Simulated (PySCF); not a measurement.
Record of a relaxation.

C9H15N2 (charge +1).
Numbering: `[CH:1]#[C:2]/[C:3](=[CH:4]/[N:5]([CH3:6])[CH3:7])[CH:8]=[N+:9]([CH3:10])[CH3:11]` (hydrogens: H12 on C1; H13 on C4; H14, H15, H16 on C6; H17, H18, H19 on C7; H20 on C8; H21, H22, H23 on C10; H24, H25, H26 on C11)
Bond orders are those of one Lewis drawing.

Method: PBE0-D3(BJ)/def2-SVP geometry optimisation, gas phase (PySCF 2.14.0); density fitting, grid level 2; the optimiser is geomeTRIC in internal coordinates, started from a GFN2-xTB structure. 5 of its 9 geometries are shown. The frame can shift and turn from step to step; on so coarse a grid that alone can change the energy by a few meV, and forces under 0.02 eV/Å are noise.

Step 0: E = -12525.7451 eV, largest atomic force 1.146 eV/Å
```
atom  x, y, z in Å  |  force x, y, z in eV/Å
C1     -0.435    3.313    0.472   -0.065   0.250   0.065
C2     -0.229    2.148    0.270    0.283  -0.942  -0.265
C3      0.116    0.801   -0.051   -0.227   0.404   0.271
C4      1.415    0.674   -0.558    0.200  -0.389  -0.028
N5      2.176   -0.383   -0.746   -0.028   0.027   0.066
C6      1.845   -1.727   -0.339   -0.070   0.051  -0.011
C7      3.478   -0.250   -1.355    0.100   0.030  -0.075
C8     -0.823   -0.235    0.013   -0.152  -0.092  -0.006
N9     -2.010   -0.231    0.578    0.149  -0.063  -0.109
C10    -2.945   -1.305    0.344   -0.024  -0.127  -0.004
C11    -2.508    0.818    1.433    0.015   0.166   0.127
H12    -0.654    4.320    0.671   -0.196   1.113   0.191
H13     1.896    1.619   -0.787    0.212   0.265  -0.148
H14     1.346   -2.278   -1.139   -0.176  -0.177  -0.232
H15     2.766   -2.256   -0.095    0.246  -0.133   0.080
H16     1.211   -1.710    0.547   -0.179   0.004   0.255
H17     4.256   -0.547   -0.648    0.219  -0.098   0.223
H18     3.544   -0.900   -2.229    0.036  -0.160  -0.278
H19     3.660    0.775   -1.668    0.001   0.328  -0.092
H20    -0.596   -1.141   -0.531    0.016  -0.378  -0.133
H21    -2.541   -2.037   -0.350    0.166  -0.183  -0.230
H22    -3.870   -0.901   -0.073   -0.271   0.108  -0.150
H23    -3.187   -1.804    1.284   -0.071  -0.136   0.285
H24    -1.690    1.321    1.939    0.155   0.102   0.154
H25    -3.069    1.557    0.857   -0.166   0.212  -0.160
H26    -3.174    0.381    2.175   -0.174  -0.186   0.206
```

Step 2: E = -12525.8246 eV, largest atomic force 0.142 eV/Å
```
atom  x, y, z in Å  |  force x, y, z in eV/Å
C1     -0.323    3.111    0.681    0.012  -0.005  -0.010
C2     -0.103    1.938    0.463   -0.007  -0.012   0.032
C3      0.229    0.581    0.153   -0.032   0.084   0.013
C4      1.531    0.407   -0.373   -0.118  -0.069   0.036
N5      2.252   -0.683   -0.552    0.061   0.012  -0.019
C6      1.875   -2.009   -0.103    0.054  -0.024   0.008
C7      3.546   -0.597   -1.214    0.007  -0.005   0.000
C8     -0.710   -0.470    0.200    0.005  -0.043  -0.048
N9     -1.910   -0.512    0.741    0.042   0.022  -0.015
C10    -2.786   -1.640    0.469   -0.045   0.006   0.016
C11    -2.468    0.508    1.616    0.007   0.005  -0.013
H12    -0.528    4.150    0.874   -0.002   0.003   0.003
H13     2.045    1.334   -0.645    0.007  -0.011  -0.002
H14     1.325   -2.564   -0.880    0.006  -0.006   0.005
H15     2.788   -2.573    0.132    0.008   0.005  -0.011
H16     1.264   -1.941    0.808    0.014  -0.002   0.003
H17     4.341   -0.927   -0.527   -0.003  -0.002  -0.002
H18     3.558   -1.246   -2.103   -0.005   0.006  -0.004
H19     3.743    0.434   -1.529    0.001   0.005   0.005
H20    -0.457   -1.384   -0.340   -0.016   0.034   0.005
H21    -2.303   -2.342   -0.221   -0.004   0.000   0.006
H22    -3.721   -1.283    0.010    0.000  -0.002  -0.003
H23    -3.035   -2.161    1.406   -0.001   0.001   0.001
H24    -1.671    1.043    2.141    0.009   0.004  -0.004
H25    -3.068    1.232    1.043   -0.002  -0.005  -0.005
H26    -3.117    0.012    2.349    0.002   0.002   0.004
```

Step 4: E = -12525.8283 eV, largest atomic force 0.065 eV/Å
```
atom  x, y, z in Å  |  force x, y, z in eV/Å
C1     -0.310    3.091    0.683    0.016   0.006  -0.009
C2     -0.102    1.915    0.469   -0.046  -0.001   0.029
C3      0.219    0.555    0.160    0.014   0.010  -0.010
C4      1.522    0.387   -0.363    0.048   0.003  -0.044
N5      2.264   -0.687   -0.553   -0.045  -0.010   0.028
C6      1.913   -2.022   -0.111    0.035  -0.019  -0.005
C7      3.557   -0.571   -1.217   -0.013  -0.005   0.009
C8     -0.724   -0.494    0.202   -0.022  -0.011  -0.009
N9     -1.926   -0.518    0.739   -0.010   0.022   0.023
C10    -2.827   -1.630    0.482    0.028  -0.006  -0.021
C11    -2.468    0.520    1.603   -0.004   0.007   0.008
H12    -0.504    4.132    0.873   -0.001  -0.002   0.002
H13     2.025    1.321   -0.630   -0.001   0.004  -0.004
H14     1.372   -2.583   -0.891    0.002  -0.002   0.000
H15     2.836   -2.569    0.118    0.000  -0.007  -0.001
H16     1.302   -1.971    0.801    0.006   0.004  -0.002
H17     4.358   -0.894   -0.535   -0.003  -0.004  -0.001
H18     3.577   -1.210   -2.113   -0.004   0.004  -0.003
H19     3.735    0.467   -1.521   -0.004   0.004   0.007
H20    -0.474   -1.411   -0.333   -0.003  -0.001   0.003
H21    -2.360   -2.352   -0.199    0.005  -0.005  -0.001
H22    -3.754   -1.259    0.019    0.004   0.003  -0.002
H23    -3.087   -2.133    1.426    0.003   0.003  -0.001
H24    -1.664    1.048    2.123   -0.004   0.002   0.001
H25    -3.057    1.246    1.022   -0.003  -0.001   0.001
H26    -3.125    0.041    2.341    0.002   0.003   0.002
```

Step 6: E = -12525.8283 eV, largest atomic force 0.053 eV/Å
```
atom  x, y, z in Å  |  force x, y, z in eV/Å
C1     -0.323    3.093    0.693    0.020  -0.003  -0.013
C2     -0.110    1.919    0.476    0.035  -0.001  -0.010
C3      0.221    0.562    0.161    0.013  -0.006  -0.015
C4      1.523    0.390   -0.365   -0.048  -0.005   0.022
N5      2.258   -0.690   -0.551    0.034   0.008  -0.013
C6      1.910   -2.026   -0.109   -0.006   0.014   0.015
C7      3.548   -0.578   -1.218    0.006  -0.001  -0.008
C8     -0.719   -0.489    0.202   -0.008   0.044   0.015
N9     -1.920   -0.512    0.740   -0.011  -0.038  -0.008
C10    -2.813   -1.630    0.479   -0.014   0.006   0.004
C11    -2.467    0.526    1.601   -0.005  -0.011   0.006
H12    -0.522    4.132    0.886   -0.004   0.004   0.004
H13     2.030    1.321   -0.635    0.002  -0.002  -0.001
H14     1.367   -2.587   -0.887    0.000  -0.001  -0.001
H15     2.835   -2.573    0.117    0.001   0.003  -0.002
H16     1.302   -1.976    0.805    0.000  -0.002   0.002
H17     4.351   -0.903   -0.538    0.000  -0.004  -0.002
H18     3.564   -1.217   -2.114    0.001   0.004  -0.004
H19     3.728    0.459   -1.523    0.005  -0.001   0.003
H20    -0.467   -1.406   -0.332   -0.007   0.003   0.006
H21    -2.338   -2.349   -0.200    0.000  -0.001   0.003
H22    -3.740   -1.265    0.011   -0.001  -0.001  -0.002
H23    -3.073   -2.134    1.421   -0.002   0.000   0.000
H24    -1.665    1.057    2.121   -0.010  -0.006  -0.002
H25    -3.057    1.249    1.017   -0.001  -0.003   0.001
H26    -3.123    0.046    2.339   -0.001  -0.004   0.000
```

Step 8: E = -12525.8291 eV, largest atomic force 0.022 eV/Å
```
atom  x, y, z in Å  |  force x, y, z in eV/Å
C1     -0.301    3.096    0.695    0.010  -0.005  -0.004
C2     -0.100    1.919    0.479   -0.007  -0.002   0.008
C3      0.220    0.560    0.165   -0.005  -0.002   0.001
C4      1.521    0.387   -0.363    0.011   0.003  -0.019
N5      2.260   -0.689   -0.552   -0.008  -0.005   0.010
C6      1.914   -2.024   -0.106    0.006   0.001   0.003
C7      3.548   -0.576   -1.224   -0.007   0.000   0.002
C8     -0.723   -0.488    0.207    0.010   0.017   0.001
N9     -1.926   -0.513    0.741    0.001  -0.012  -0.002
C10    -2.815   -1.634    0.479   -0.007   0.005   0.001
C11    -2.479    0.524    1.598    0.002  -0.003  -0.001
H12    -0.491    4.137    0.889   -0.003   0.004   0.003
H13     2.026    1.320   -0.634    0.000   0.005  -0.003
H14     1.369   -2.588   -0.880    0.001  -0.002  -0.001
H15     2.840   -2.570    0.119    0.000  -0.002   0.000
H16     1.310   -1.972    0.811   -0.001   0.001   0.000
H17     4.353   -0.901   -0.549   -0.001  -0.005  -0.001
H18     3.560   -1.213   -2.121   -0.001   0.003  -0.003
H19     3.726    0.462   -1.529    0.002   0.002   0.004
H20    -0.471   -1.406   -0.326    0.002  -0.002   0.004
H21    -2.337   -2.353   -0.196   -0.001  -0.001   0.003
H22    -3.741   -1.271    0.006   -0.001  -0.001  -0.001
H23    -3.079   -2.136    1.422   -0.002   0.001   0.000
H24    -1.681    1.060    2.120   -0.001   0.001  -0.003
H25    -3.071    1.243    1.012   -0.001  -0.002   0.000
H26    -3.135    0.044    2.336    0.001  -0.001   0.001
```

**Question.** Summarise the path.

**Answer.** The energy falls by 1.94 kcal/mol from step 0 to step 8; nine tenths of that is first reached at step 1. It rises by more than 0.2 meV at steps 2 and 6. The largest force goes from 1.146 to 0.022 eV/Å. Among the bonds C1–H12 changes most, from 1.049 to 1.076 Å; the atoms move by 0.079 Å rms after alignment.

The cost below is that of the whole optimisation. Hardware: an Arm Neoverse V2 with one thread, shared host. Cost: 4.5 min, 1.1 GiB resident at most.
